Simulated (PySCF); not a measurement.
SMILES [SiH3][Ga]([F])[F] (H₃F₂GaSi), B3LYP/def2-SVP optimised geometry.

```
7

Ga     0.51     0.63     0.00
F      2.27     0.63     0.00
F     -0.09     2.28     0.00
Si    -0.86    -1.34     0.01
H     -2.27    -0.97    -0.28
H     -0.76    -1.97     1.35
H     -0.35    -2.28    -1.03
```

Density from B3LYP/def2-TZVP run with PySCF at that geometry.

Minimum of the electron density along straight lines between bonded atoms, close to the bond critical point (lines longer than 1.1 times the sum of covalent radii, or with two minima, are not listed):

```tsv
bond	length / Å	ρ at the minimum / e bohr⁻³	∇²ρ there / e bohr⁻⁵	position (fraction from the first atom)
Ga1–F2	1.758	0.130	0.83	0.49
Ga1–F3	1.757	0.131	0.84	0.49
Ga1–Si4	2.401	…	…	0.50
Si4–H5	1.488	0.121	0.14	0.49
Si4–H6	1.490	0.120	0.14	0.49
Si4–H7	1.489	0.120	0.14	0.49
```

Question: Complete the blanks.

Answer: 
- Ga1–Si4, ρ at the minimum / e bohr⁻³: 0.080
- Ga1–Si4, ∇²ρ there / e bohr⁻⁵: -0.10
